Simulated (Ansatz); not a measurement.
Breaking the Ge1–H4 bond in FGeH3O (SMILES [OH][GeH2][F]) (multiplicity 1 held, fragments rigid). Energies count from the point at 1.527 Å.
Geometry at that point (charge 0, multiplicity 1):
```
atom    x (Å)    y (Å)    z (Å)
----  -------  -------  -------
Ge    -0.2275  -0.2509   0.0266
O      1.4557  -0.4002  -0.5045
F     -0.5458   1.4465   0.3099
H     -1.0848  -0.6963  -1.1554
H     -0.4698  -0.9323   1.3808
H      2.0998  -0.1604   0.1698
```

R- and RO- levels are restricted; in cc, def2 and unpolarised 6-31G sets they are followed outwards from rest. Unrestricted levels (U-) break spin symmetry where that is lower. Active spaces are followed from a long bond inwards. Curves can end on different states.

Correlated levels freeze the cores. Filled d and f shells under p-block atoms count as core.

Programs: Ansatz (a quantum-chemistry and plane-wave program). Values without a source in brackets are computed.

Energies in kcal/mol.

```tsv
R (Å)	R-MP2/cc-pVDZ	U-SCS-MP2/cc-pVDZ	U-CCSD(T)/cc-pVDZ	CASSCF(2,2)/cc-pVDZ	FIC-MRCISD+Q on CASSCF(2,2)/cc-pVDZ
1.221	32.0	32.1	32.4	33.8	32.2
1.374	6.2	6.2	6.5	7.2	6.4
1.527	0.0	0.0	0.0	0.0	0.0
1.679	4.2	4.2	3.8	3.0	3.9
1.832	13.8	13.7	12.7	11.1	12.8
2.061	32.1	31.9	29.6	26.7	29.7
2.290	51.0	57.7	46.5	42.2	46.2
2.672	78.6	79.1	69.1	62.3	67.7
3.053	99.0	85.5	82.7	74.0	80.1
3.511	114.4	87.8	87.9	80.0	86.6
4.122	121.4	88.5	89.0	82.3	89.1
4.885	114.3	88.7	89.2	82.8	89.6
```

Doubts at one or more of the structures used: a restricted determinant that unrestricted orbitals would lower (R-MP2/cc-pVDZ); a spin-contaminated determinant (U-SCS-MP2/cc-pVDZ, U-CCSD(T)/cc-pVDZ); T1 above 0.05 (U-CCSD(T)/cc-pVDZ).
